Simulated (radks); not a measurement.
Values are calculated unless marked as measured or tabulated.
Ionisation of neutral lutetium, [Xe] 4f14 5d1 6s2, to Lu+, [Xe] 4f14 6s2, under several functionals. Scalar-relativistic Kohn-Sham, spin-polarised, spherical densities, point nucleus; open shells are filled with parallel spins first (spin-orbit coupling, left out, can overturn this in heavy ions); a radial shooting solver on a logarithmic mesh with Libxc functionals.

functional	E(Lu) (hartree)	Exc (hartree)	IE (eV)	-e(HOMO) (eV)	<r> HOMO (bohr)	IE error (eV)
XLYP	-14565.1371	-301.9189	5.264	1.796	2.902	-0.162
PBE	-14563.3489	-300.1463	5.377	1.949	2.891	-0.049
BP86	-14565.2256	-302.0249	5.530	2.076	2.864	+0.104
exchange-only B88	-14560.4547	-297.1906	4.619	1.340	3.018	-0.807
LDA (Slater exchange, Perdew-Wang correlation)	-14554.5265	-291.3299	5.595	2.095	2.840	+0.169
BLYP	-14564.2513	-301.0318	5.245	1.774	2.893	-0.180
LDA (Slater exchange, VWN5 correlation)	-14554.5565	-291.3603	5.599	2.099	2.839	+0.173
exchange-only LDA	-14547.2630	-283.9705	4.553	1.263	2.998	-0.873

NIST Atomic Spectra Database: 5.426 eV (measured). Closest: PBE. The Delta-SCF values span 1.05 eV, the total energies 17.96 hartree. The highest occupied level is 5d. Open shells are spherical and high-spin; term and fine-structure splittings are not resolved. Spin-orbit splitting is averaged out at the scalar-relativistic level.
